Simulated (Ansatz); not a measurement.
Ansatz (an electronic-structure program) input:

Ansatz 0.2 input:
```yaml
crystal:
  periodic: [false, false, false]
  atoms:
    - {symbol: C, position_ang: [-0.00000000, -0.00000000, -0.76527862]}
    - {symbol: F, position_ang: [0.00000000, 0.00000000, 0.51018575]}
basis:
  gaussian:
    orbitals: def2-TZVPD
hamiltonian:
  xc: {name: PBE}
total_charge: -1
magnetization: {spin_polarized: true, initial_magnetization: 2}
```

Question: Which total energy does the run end on?

Answer: -137.69882 Eh (PBE/def2-TZVPD). The basis has 77 functions.

This state (charge -1, triplet) is run at the relaxed geometry of the species with charge 0 and multiplicity 2.
